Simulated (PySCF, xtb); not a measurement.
SeSn, SMILES [Se]=[Sn] (connectivity only; charge and spin as stated), neutral, multiplicity 1.

GFN2-xTB (xtb 6.7.1) at its own geometry gives an orbital gap of 2.73 eV and a dipole moment of 9.17 D.

The structure is a stationary point at r2SCAN-D4/def2-TZVP. The def2 effective core potentials stand for the cores of Sn; spin–orbit coupling is left out.

Task: What does HF/def2-TZVPD in PySCF give? (An estimate is asked for; the answer gives what the named calculation found.)

Result: gap 8.98 eV (levels -9.08 and -0.10 eV), dipole 3.94 D.
